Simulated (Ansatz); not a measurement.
Ge₅O₅. The state is a singlet with charge 0. Geometry r2SCAN-D4/def2-SVP.

Cartesian coordinates in Å:
```
Ge 1.304 0.824 -1.788
Ge -1.121 -1.212 1.990
Ge -2.008 -0.499 -1.166
Ge 0.965 -1.293 0.145
Ge 0.376 1.972 1.202
O -0.207 -0.655 -1.283
O 2.205 -0.222 -0.536
O 0.118 0.121 1.424
O -2.189 -1.042 0.553
O 0.558 2.008 -0.541
```

The 6-31G sets use Cartesian d functions. B3LYP takes the VWN-RPA correlation. The structure comes from a short search, and lower isomers may exist.

Problem. Estimate the orbital energies around the gap (eV) in Ansatz with HF/6-31G, HF/def2-TZVP, revPBE-D4/def2-TZVP, B3LYP-D4/6-31G, PBE0-D4/def2-TZVP.

Solution. 
```tsv
orbital	HF/6-31G	HF/def2-TZVP	revPBE-D4/def2-TZVP	B3LYP-D4/6-31G	PBE0-D4/def2-TZVP
HOMO−5	-12.53	-12.52	-7.27	-8.52	-8.85
HOMO−4	-12.24	-12.13	-6.96	-8.13	-8.47
HOMO−3	-10.99	-10.88	-6.86	-8.05	-8.27
HOMO−2	-10.14	-10.08	-6.34	-7.36	-7.55
HOMO−1	-9.57	-9.46	-5.86	-6.85	-7.03
HOMO	-8.85	-8.84	-5.57	-6.45	-6.62
LUMO	0.23	0.51	-3.17	-2.88	-2.56
LUMO+1	0.64	0.86	-2.83	-2.43	-2.17
LUMO+2	1.03	1.26	-2.57	-2.16	-1.88
LUMO+3	2.23	2.36	-1.41	-0.91	-0.73
LUMO+4	2.75	2.72	-1.18	-0.58	-0.47
LUMO+5	2.88	2.99	-0.72	-0.25	-0.05
```
